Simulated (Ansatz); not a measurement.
The cluster Te3Pb3⁻. The state is a doublet with charge -1. Geometry PBE-D4/def2-SVP.

Cartesian coordinates in Å:
```
Pb 0.686 1.454 -1.740
Pb -0.853 -2.625 0.076
Pb -0.676 1.979 1.112
Te 2.180 1.321 0.798
Te 0.344 -1.455 -2.243
Te -1.681 -0.674 1.997
```

In the def2 sets Pb, Te take a core potential; there is no spin–orbit coupling. Another isomer (doublet) lies 0.50 eV lower at PBE0-D4/def2-TZVPD; other spin states weren't run for this one.

(1) Estimate the α-spin orbital energies around the gap (eV) in Ansatz with PBE-D4/def2-TZVPD, r2SCAN-D4/def2-TZVPD, PBE0-D4/def2-TZVPD.

## Answers

(1) 
```csv
orbital,PBE-D4/def2-TZVPD,r2SCAN-D4/def2-TZVPD,PBE0-D4/def2-TZVPD
HOMO−9,-3.23,-3.46,-4.13
HOMO−8,-3.01,-3.23,-3.94
HOMO−7,-2.83,-3.07,-3.71
HOMO−6,-2.48,-2.72,-3.40
HOMO−5,-2.29,-2.49,-3.14
HOMO−4,-2.05,-2.25,-2.86
HOMO−3,-1.84,-2.01,-2.60
HOMO−2,-1.49,-1.66,-2.27
HOMO−1,-1.39,-1.61,-2.20
HOMO,-0.90,-1.14,-1.64
LUMO,0.24,0.27,0.76
LUMO+1,1.07,1.24,1.60
LUMO+2,1.35,1.47,1.80
LUMO+3,1.50,1.73,2.03
LUMO+4,1.51,1.76,2.04
LUMO+5,1.69,1.88,2.21
β HOMO,-1.25,-1.38,-2.01
β LUMO,-0.48,-0.34,0.09
```
